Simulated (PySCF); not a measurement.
Problem. Write a Z-matrix for InChI=1S/CH8AsNSi/c1-3-4-2/h3H,2,4H2,1H3 as optimised with PBE0-D3(BJ)/def2-SVP.

Solution. 
Z-matrix in Å and degrees, rows numbered from 1:
```
C 
N   1  1.4426
Si  2  1.7290  1  123.54
As  3  2.3887  2  113.43  1    67.08
H   1  1.1081  2  114.24  3   -85.93
H   1  1.1027  2  111.30  3   152.06
H   1  1.1022  2  109.79  3    34.29
H   2  1.0140  1  114.20  3   154.71
H   3  1.4941  2  107.34  1  -174.78
H   3  1.4960  2  108.53  1   -55.00
H   4  1.5275  3   92.19  2  -166.49
H   4  1.5271  3   91.69  2   -74.35
```

Si3 (SiH2 silicon) is distorted tetrahedral (angles from 107.1° to 113.4°). As4 (arsenic bonded to Si and 2 H) is pyramidal (angles 92.2°, 92.1° and 91.7°, sum 276.0°, 0.95 Å off the plane of its three neighbours). N2 (silicon-bound nitrogen) has angles 123.5°, 117.4° and 114.2°, sum 355.2°, 0.17 Å off the plane of its three neighbours.

The calculation used PySCF 2.14.0, PBE0-D3(BJ)/def2-SVP geometry optimisation, gas phase.

Point group: C1 (no symmetry element, even within 0.4 Å). Stationary, but not proved a minimum. The numbers are those of one conformer (C1–N2–Si3–As4 67°, N2–Si3–As4–H -166° and -74°).
